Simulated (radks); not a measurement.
Question: Eu III, 61 electrons, occupied as [Xe] 4f4.5 5d1.5 6s1 (fractional occupations, a model configuration). Method: scalar-relativistic Kohn-Sham, PBEsol, spin-polarised, spherical densities, point nucleus; open shells are filled with parallel spins first (spin-orbit coupling, left out, can overturn this in heavy ions); computed with a radial shooting solver on a logarithmic mesh with Libxc functionals. Some entries of the table are withheld. Estimate them.

| orbital | occ. | eigenvalue (hartree) | <1/r> (bohr^-1) | <r^2> (bohr^2) |
|---|---|---|---|---|
| 1s up | 1 | -1778.112 | 70.22 | 0.0006795 |
| 1s down | 1 | -1778.112 | 70.22 | 0.0006795 |
| 2s up | 1 | -293.1015 | 16.27 | 0.01069 |
| 2s down | 1 | -293.0969 | 16.27 | 0.01069 |
| 2p up | 3 | -261.2989 | 15.23 | 0.008596 |
| 2p down | 3 | -261.2954 | 15.23 | 0.008596 |
| 3s up | 1 | -65.63230 | 5.957 | 0.07128 |
| 3s down | 1 | -65.56251 | 5.962 | 0.07119 |
| 3p up | 3 | -55.73774 | 5.608 | 0.07143 |
| 3p down | 3 | -55.66825 | 5.613 | 0.07131 |
| 3d up | 5 | -42.49338 | 5.322 | 0.06015 |
| 3d down | 5 | -42.43860 | 5.327 | 0.06002 |
| 4s up | 1 | -14.14993 | 2.520 | 0.3586 |
| 4s down | 1 | -13.98997 | 2.519 | 0.3586 |
| 4p up | 3 | -10.87677 | 2.321 | 0.4034 |
| 4p down | 3 | -10.71836 | 2.320 | 0.4036 |
| 4d up | 5 | -6.31401 | 2.052 | 0.4820 |
| 4d down | 5 | -6.15735 | 2.049 | 0.4833 |
| 5s up | 1 | -2.62172 | 1.014 | 1.939 |
| 5s down | 1 | -2.52153 | 1.005 | 1.961 |
| 5p up | 3 | -1.77214 | 0.8718 | 2.565 |
| 5p down | 3 | -1.68255 | 0.8648 | 2.592 |
| 4f up | 4.5 | -1.35543 | 1.570 | 0.8175 |
| 4f down | 0 | -1.20673 | 1.556 | 0.8471 |
| 5d up | 1.5 | (1) | 0.6081 | 5.187 |
| 5d down | 0 | (2) | 0.6037 | 5.266 |
| 6s up | 1 | -0.65209 | 0.4027 | 11.16 |
| 6s down | 0 | -0.57577 | 0.3967 | 11.48 |

Answer: 
(1) 5d up eigenvalue (hartree): -0.74454
(2) 5d down eigenvalue (hartree): -0.66532
